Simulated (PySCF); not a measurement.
**Working out the excitation energy of Zn**

Zn [Ar] 3d10 4s2 (1S) → Zn [Ar] 3d9 4s2 5s1 (3D). All numbers are calculated (PySCF 2.14, scalar relativity by spin-free X2C-1e, in aug-cc-pVDZ-DK (7s6p4d2f, 59 functions)). Frozen: [Ar]. Energies in hartree (1 hartree = 27.21139 eV):

```tsv
part	Zn (lower)	Zn (upper)
UHF	-1794.266493	-1793.825926
CCSD correlation	-0.428512	-0.351937
(T)	-0.012816	-0.007484
```

What does Hartree-Fock give?

(-1793.825926) − (-1794.266493) = 0.440567 hartree = 11.988 eV.

What do CCSD and CCSD(T) give?

The CCSD correlation energies differ by 0.076575 hartree = 2.084 eV and the triples by 0.005332 hartree = 0.145 eV, so CCSD gives 14.072 eV and CCSD(T) 14.217 eV.

The upper state lies above the first ionisation limit, where it may autoionise and the basis confines it. A Rydberg-like electron needs more diffuse functions than a valence basis has.

A double-zeta basis recovers only part of the correlation energy.
